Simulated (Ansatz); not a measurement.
`COB(S)Cl` + `F[SiH]1CC1` → `COBS` + `F[Si@H]1C[C@@H]1Cl`  (redistribution)

Program: Ansatz. Geometries: PBE0-D4/def2-TZVP. ΔE: electronic, gas phase. CCSD(T)/CBS is the MP2 limit (def2-TZVPP, def2-QZVPP) plus CCSD(T) − MP2 in def2-TZVPP, frozen cores. This one scheme is used for every species. DFT in def2-TZVPP. B3LYP here is the variant with VWN-RPA as its local correlation; programs differ in this. Each species was taken in one conformer, which may not be the lowest.

| level | ΔE (kcal/mol) | difference from CCSD(T)/CBS |
| --- | --- | --- |
| PBE-D4 | 35.1 | -1.0 |
| r2SCAN-D4 | 37.2 | 1.1 |
| PBE0-D4 | 36.2 | 0.1 |
| B3LYP-D4 | 35.4 | -0.7 |
| ωB97X-V | 35.8 | -0.3 |
| ωB97M-V | 36.4 | 0.3 |
| B2PLYP | 35.9 | -0.2 |
| PBE | 34.8 | -1.3 |
| r2SCAN | 37.1 | 1.0 |
| PBE0 | 35.9 | -0.2 |
| B3LYP | 34.9 | -1.2 |
| HF/def2-TZVPP | 36.1 | 0.0 |
| MP2/def2-TZVPP | 37.7 | 1.6 |
| SCS-MP2/def2-TZVPP | 36.4 | 0.3 |
| CCSD/def2-TZVPP | 36.5 | 0.4 |
| CCSD(T)/def2-TZVPP | 36.5 | 0.4 |
| HF/def2-QZVPP | 35.9 | -0.2 |
| MP2/def2-QZVPP | 37.3 | 1.2 |
| SCS-MP2/def2-QZVPP | 36.1 | 0.0 |
| HF/CBS(def2) | 35.8 | -0.3 |
| MP2/CBS(def2) | 37.3 | 1.2 |
| CCSD/CBS(def2) | 36.1 | 0.0 |
| CCSD(T)/CBS | 36.1 | 0 |

Largest T1 diagnostic among the species: 0.013.

From PBE to PBE0 (25 % exact exchange), in def2-TZVPP and without D4, ΔE moves by +1.1 kcal/mol.
